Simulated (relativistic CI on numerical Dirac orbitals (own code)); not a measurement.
# Mo2+: M2,3 absorption edge

Computed with this model: Dirac-Coulomb-Breit CI, KLI orbitals optimised for each configuration, model QED (radiative potential, 1s self-energy scaled to tabulated hydrogen-like ionisation energies), multiplet model of core-to-valence dipole absorption, unscaled Slater integrals; configurations [Kr] 4d4 → [Ne] 3s2 3p5 3d10 4s2 4p6 4d5; 300 K; Lorentzian 2 eV and Gaussian 0.4 eV FWHM. Energies are those of the free ion, without screening or charge transfer. The branching ratio is the share of the lower-energy edge in the whole absorption, uncertain by about 0.02 where the edges overlap. S is read from ⟨S²⟩ = S(S + 1).

Field parameters in Wybourne normalisation: D3d B²₀ = −7Dσ, B⁴₀ = −14Dq − 21Dτ, B⁴₃ = −14√(10/7) Dq. The field is a parameter set, without covalency.

Case free ion, the dichroism is that of the ground state at zero temperature, magnetised by exchange field 10 meV on Sz. The dichroism I(Δm = −1) − I(Δm = +1), over the sum of the three polarisations, integrates to 0.0696 on the lower edge and 0.0274 on the upper edge. The branching ratio is 0.810.

Task: Use the orbital sum rule with 6 holes to get ⟨Lz⟩.

Result: For a p → d edge ⟨Lz⟩ = 2 × n_h × (sum of both integrals) in this sign convention = 1.17; the ground state itself has ⟨Lz⟩ = 1.16 and ⟨Sz⟩ = -1.16. The rule assumes one radial integral for both edges, which relativistic orbitals only approach.
